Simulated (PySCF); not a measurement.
In(NCO)(OH)2 (CH₂InNO₃), SMILES [N]([In]([OH])[OH])=C=O.

Coordinates come from a B3LYP-D3(BJ)/def2-SVP optimisation. The structure was generated by enumeration; whether it is a known compound was not checked. The def2 effective core potentials stand for the cores of In; spin–orbit coupling is left out. One conformer was computed; it need not be the lowest.

Two levels are set side by side: TDDFT-PBE/def2-SVPD (PySCF) and TDDFT-CAM-B3LYP/def2-SVPD (PySCF). Vertical, same geometry. The lowest singlet is HOMO→LUMO 100 % with PBE and HOMO−2→LUMO 58 %, HOMO→LUMO 32 % with the other functional; states are paired by order. Differences are taken from unrounded values.

| quantity | TDDFT-CAM-B3LYP | TDDFT-PBE | TDDFT-PBE minus TDDFT-CAM-B3LYP |
|---|---|---|---|
| lowest singlet excitation (eV) | 5.27 | 3.90 | -1.37 |
| lowest triplet excitation (TDA) (eV) | 4.83 | 3.70 | -1.13 |
| first bright state (f over 0.05) (eV) | 5.49 | 5.74 | 0.25 |
| its oscillator strength | 0.06 | 0.14 | 0.09 |

A lower first singlet is the usual sign of a functional without exact exchange. Differences between two approximate levels are no errors against the true value.

Rough cost on one machine, each run with all the roots and properties that it gave: TDDFT-CAM-B3LYP against TDDFT-PBE about 6 times.
